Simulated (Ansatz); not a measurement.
A run on C2H6BFSi (`C=C[SiH2]BF`) with other settings.

```yaml
crystal:
  periodic: [false, false, false]
  atoms:
    - {symbol: C, position_ang: [-0.560143, 1.676264, -0.557712]}
    - {symbol: C, position_ang: [-0.791942, 0.449347, -1.021109]}
    - {symbol: Si, position_ang: [-0.034090, -1.094372, -0.149356]}
    - {symbol: B, position_ang: [1.134263, -0.716673, 1.430307]}
    - {symbol: F, position_ang: [1.324526, 0.464153, 1.898384]}
    - {symbol: H, position_ang: [-0.971792, 2.475807, -1.092708]}
    - {symbol: H, position_ang: [0.036433, 1.948027, 0.332891]}
    - {symbol: H, position_ang: [-1.412228, 0.341216, -1.862178]}
    - {symbol: H, position_ang: [0.778999, -1.792001, -1.143676]}
    - {symbol: H, position_ang: [-1.106623, -2.061370, 0.164317]}
    - {symbol: H, position_ang: [1.647812, -1.701122, 2.017544]}
basis:
  gaussian: {orbitals: cc-pVDZ}
total_charge: -1
magnetization: {spin_polarized: true, initial_magnetization: 1}
hamiltonian: {xc: {name: B97M-V}, pseudopotentials: {relativity: scalar}}
output: {forces: true}
```

```sh
$ ansatz run in.yaml --threads 4 --pin off --events-out ev --progress --plain --max-ram 10444MiB
```

Output, abridged:

```
Functional definition: B97M-V
1236 factors; their error is unknown
mean field evaluation 1: about -13448.2056 eV, gradient 3.6e1 eV
mean field evaluation 2: about -13399.1733 eV, gradient 8.6e1 eV
mean field evaluation 4: about -13454.9383 eV, gradient 1.8e1 eV
mean field evaluation 8: about -13457.2658 eV, gradient 9.6e-1 eV
mean field evaluation 16: about -13457.2332 eV, gradient 4.3e-3 eV
mean field -13457.23322175 eV, -494.5441992589 hartree, gradient 3.3e-5 eV, S^2 0.754086; 3 other end points of the search recorded, 0 dependent functions left out
reference -13457.23327949 eV, -494.5442013811 hartree; 24, 23 occupied and 80, 81 virtual orbitals, 1236 factors
Total energy: -13457.23327949 eV, -494.5442013811 hartree
Relativity: scalar
Atom 0 at    -0.560143     1.676264    -0.557712 Å, force     0.602419    -0.260752     0.829192 eV/Å
Atom 1 at    -0.791942     0.449347    -1.021109 Å, force     1.428044    -1.160986     2.107012 eV/Å
Atom 2 at    -0.034090    -1.094372    -0.149356 Å, force     0.812165     1.504537     1.437145 eV/Å
Atom 3 at     1.134263    -0.716673     1.430307 Å, force    -1.034423    -4.785989    -2.203599 eV/Å
Atom 4 at     1.324526     0.464153     1.898384 Å, force     0.923101     4.931767     2.200511 eV/Å
Atom 5 at    -0.971792     2.475807    -1.092708 Å, force    -0.741676     1.782757    -0.793813 eV/Å
Atom 6 at     0.036433     1.948027     0.332891 Å, force    -0.197162    -0.547629    -0.452303 eV/Å
Atom 7 at    -1.412228     0.341216    -1.862178 Å, force    -0.987446    -0.039105    -1.501533 eV/Å
Atom 8 at     0.778999    -1.792001    -1.143676 Å, force     0.234163    -0.885246    -1.279100 eV/Å
Atom 9 at    -1.106623    -2.061370     0.164317 Å, force    -0.974677    -0.810400    -0.303805 eV/Å
Atom 10 at     1.647812    -1.701122     2.017544 Å, force    -0.064508     0.271044    -0.039706 eV/Å
Dipole moment:    -0.415647     0.688846    -0.450948 e Å
```

Hardware: 4 threads of an Arm Neoverse V1 on a shared host. Wall time 11 s, peak host memory 0.34 GiB.
